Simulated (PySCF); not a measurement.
## ClPdN, singlet: computed properties

All numbers come from PBE0 in PySCF with Pd def2-TZVP with ECP28, N def2-TZVP, Cl def2-TZVP; scalar-relativistic core potentials, no spin–orbit coupling; density-fitted integrals.

The structure is a higher-order saddle point with 2 imaginary modes (one degenerate set).

* Point group: C∞v
* Bond lengths: Pd–Cl 2.185 Å, Pd–N 1.691 Å
* Bond angles: Cl–Pd–N 180.0°
* Rotational constants: 0.0892 cm⁻¹
* Atomisation energy without zero-point energy: 365 kJ/mol
* Lowest empty level: -5.21 eV
* Highest occupied level: -7.65 eV
* Dipole moment: 0.90 D
* Principal polarisabilities: 36.6, 36.6, 90.8 bohr³
* Principal quadrupole moments (Buckingham, traceless) about the centre of mass: -3.72, 1.86, 1.86 D Å
* Zero-point energy (real modes): 8.3 kJ/mol

Harmonic modes (masses in u: Pd 105.903, N 14.003, Cl 34.969):
```csv
symmetry,ω (cm⁻¹),"IR (km/mol, summed over degenerate members)",μ (u)
π,130i,–,20.15
σ+,406,41.5,38.41
σ+,975,6.4,15.61
```

In C∞v the vibrations span π + 2σ+.

Charges (e):
```tsv
atom	Mulliken	Löwdin	polar tensor	Mayer order to Pd1
Pd1	0.47	0.08	0.51	–
N2	-0.18	-0.11	-0.07	2.17
Cl3	-0.29	0.03	-0.43	0.97
```
Other Mayer orders above 0.3: N–Cl 0.35.

Mulliken populations on Pd1 (electrons outside its core potential): s 3.00, p 6.14, d 8.38, f 0.01.

Outer orbital energies (eV). occupied: -12.54, -12.54, -10.54, -10.54, -10.06, -9.48, -9.48, -7.65; empty: -5.21, -5.21, 0.31, 0.48.

Other isomers or separated fragments may lie lower. At this level a broken-symmetry Ms = 0 minimum of Cs symmetry lies 69 kJ/mol below this structure. At the minimum of this search the closed-shell solution is unstable towards spin polarisation, so a lower open-shell solution exists.

The final relaxation and frequency run took roughly 50 core-seconds on a shared host.
